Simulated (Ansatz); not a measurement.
Basis sets over 5 cases of the optimised length of bonds between heavy atoms at HF with Ansatz (Ga to Br present), each against its own reference: (a) the value in pcseg-3; (b) the value in pcseg-4 (pcseg sets are built for DFT). By their distance from other large sets or by the extrapolation step the references are unsure by up to roughly 0.0015 Å. Each level at its own minimum; unrestricted open shells; no added dispersion term; no relativity. Cartesian d functions in some cases of 3-21G, 6-31G*, 6-311G**. (X+d) sets on Al to Cl for cc-pVXZ and aug-cc-pVXZ. 

Cases are drawn at random; left out are references unsure by over 0.0033 Å, doubtful singlets, and cases whose largest runs show a restricted determinant unstable towards unrestricted orbitals, <S^2> over 0.1 too high or, where CCSD(T) ran, T1 over 0.025 (0.045 for open shells). Sets are drawn from those converged to one state in every case.

Cases (SMILES) and reference values:
- [Se](Cl)Cl, one Se-Cl bond length: 2.1395 Å (a)
- Br[Si] (Si-Br), doublet, one Si-Br bond length: 2.2498 Å (b)
- [Ge][Cl] (Cl-Ge), doublet, one Ge-Cl bond length: 2.1867 Å (b)
- [Ga][Cl] (Cl-Ga) (closed-shell singlet), one Ga-Cl bond length: 2.2270 Å (b)
- [Ge][F] (F-Ge), doublet, one Ge-F bond length: 1.7258 Å (b)

```tsv
basis	functions over def2-SVP (largest species, mean of cases)	mean signed deviation (Å)	mean absolute	largest	within 0.01 Å
pcseg-0	0.7	0.1261	0.1261	0.1895	0 of 5
3-21G	0.7	0.0971	0.1065	0.1731	0 of 5
pcseg-1	0.9	0.0315	0.0315	0.0489	0 of 5
cc-pVDZ	1.0	0.0204	0.0204	0.0340	0 of 5
6-31G*	1.1	0.0146	0.0146	0.0199	1 of 5
aug-pcseg-1	1.3	0.0326	0.0326	0.0446	0 of 5
6-311G**	1.4	0.0174	0.0174	0.0229	0 of 5
pcseg-2	1.6	0.0047	0.0047	0.0064	5 of 5
cc-pVTZ	1.7	0.0034	0.0034	0.0051	5 of 5
def2-TZVPP	1.8	0.0027	0.0027	0.0062	5 of 5
def2-TZVPD	2.0	0.0032	0.0032	0.0072	5 of 5
def2-TZVPPD	2.1	0.0032	0.0032	0.0072	5 of 5
aug-pcseg-2	2.2	0.0044	0.0044	0.0055	5 of 5
def2-QZVP	2.9	0.0005	0.0007	0.0020	5 of 5
```

Among the sets for which every case ran a larger relative (same family, alike in diffuse functions, listed or not), the smallest listed that holds all cases within 0.01 Å together with them is pcseg-2, at 1.6 times the functions of def2-SVP. Inside, though some case ran no larger relative to test it: def2-TZVPPD, aug-pcseg-2. Largest deviations of relatives not listed, over the cases that ran them: def2-QZVPPD 0.0013, aug-pcseg-3 0.0016, pcseg-3 0.0015, cc-pVQZ 0.0013, cc-pV5Z 0.0011, pcseg-4 0.0000, def2-QZVPP 0.0012 Å. A case lies within its reference's uncertainty of the window's edge in 6-31G*. These figures hold for the cases listed.

Ansatz is a first-principles code.
